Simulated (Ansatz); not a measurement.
```yaml
crystal:
  periodic: [false, false, false]
  atoms:
    - {symbol: O, position_ang: [0.791245, -1.568408, -0.074298]}
    - {symbol: C, position_ang: [0.650980, -0.659155, -0.848907]}
    - {symbol: O, position_ang: [1.117825, -0.627258, -2.088079]}
    - {symbol: C, position_ang: [-0.124766, 0.598600, -0.426296]}
    - {symbol: O, position_ang: [-0.286805, 1.516490, -1.181906]}
    - {symbol: Si, position_ang: [-0.788498, 0.536860, 1.393101]}
    - {symbol: H, position_ang: [1.584629, -1.461228, -2.246061]}
    - {symbol: H, position_ang: [-1.724820, -0.604212, 1.533385]}
    - {symbol: H, position_ang: [-1.490980, 1.822428, 1.614963]}
    - {symbol: H, position_ang: [0.354389, 0.394883, 2.326902]}
basis:
  gaussian: {orbitals: cc-pVTZ-PP}
magnetization: {spin_polarized: true, initial_magnetization: 2}
hamiltonian: {xc: {name: revPBE0}, dispersion: d3bj, pseudopotentials: {relativity: none}}
accuracy: high
output: {forces: true}
```

```sh
$ ansatz run in.yaml --threads 4 --pin off --events-out ev --progress --plain --max-ram 10444MiB
```

Shortened log:

```
Functional definition: revPBE0
Error: <dir> the basis set cc-pVTZ-PP has no functions for O
```

(1) What is wrong with this run?

Answers

(1) The basis set is misnamed or doesn't suit the job. The program refused the input.
